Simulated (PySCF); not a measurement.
Vertical excitations of a molecule C₂H₇ClOSi₂ from TDA-PBE/def2-SVPD in PySCF, as energy in eV (oscillator strength): 5.00 (0.002), 5.40 (0.005), 5.56 (0.178), 5.88 (0.018), 5.94 (0.029), 6.17 (0.009), 6.28 (0.039), 6.33 (0.041), 6.37 (0.034), 6.51 (0.011). Lowest triplet (TDA): 3.72 eV. The structure is a stationary point at r2SCAN-D4/def2-SVP. Other conformers were not sampled.

**Question.** Identify the compound among the candidates.
A. O[SiH2]/C([SiH3])=C/Cl
B. C=C[Si@H](Cl)O[SiH3]
C. C[Si@@H]1OC[Si@H]1Cl
D. O[SiH2]/C(Cl)=C/[SiH3]

**Answer.** D, O[SiH2]/C(Cl)=C/[SiH3]
